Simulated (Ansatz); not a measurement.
Ideal-gas functions of `[As]12[As]3[As]1[As]23` at 600 K and 1 bar, from an Ansatz frequency run at PBE0-D4/def2-TZVP.

Molar mass 299.69 g/mol, point group Td (symmetry number 12), electronic degeneracy 1, moments of inertia 440.346, 440.346, 440.347 u Å². Harmonic wavenumbers (cm⁻¹, unscaled): 218, 218, 277, 277, 277, 371.

Use S(trans) = R[1.5 ln M + 2.5 ln T − 1.1517]; rotational temperatures θ = 24.2544 K / I; S(rot) = R[ln(√π/σ · √(T³/θAθBθC)) + 1.5]; for each mode x = 1.438777 ν̃/T, S = R[x/(eˣ − 1) − ln(1 − e⁻ˣ)] and H = RT x/(eˣ − 1); 1 cm⁻¹ = 0.0119627 kJ/mol; R = 8.31446 J/(mol·K).

Task: By hand: the entropy, in J/(mol·K).

Result: Translation 194.5. Rotation: θ = 0.0551, 0.0551, 0.0551 K, giving 112.5. Vibration, mode by mode: 13.80, 13.80, 11.87, 11.87, 11.87, 9.56, in all 72.8. Electronic 0.0. Sum 379.8 J/(mol·K).

Task: By hand: H − E and G − E in kJ/mol, counted from the electronic energy.

Result: Zero-point energy ½ × 1638 × 0.0119627 = 9.8; thermal vibration 21.2; translation, rotation and pV give 4 RT = 20.0. H − E = 51.0 kJ/mol, and G − E = 51.0 − 600 × 379.8/1000 = -176.9 kJ/mol.

Vibration gives 19 % of the entropy.
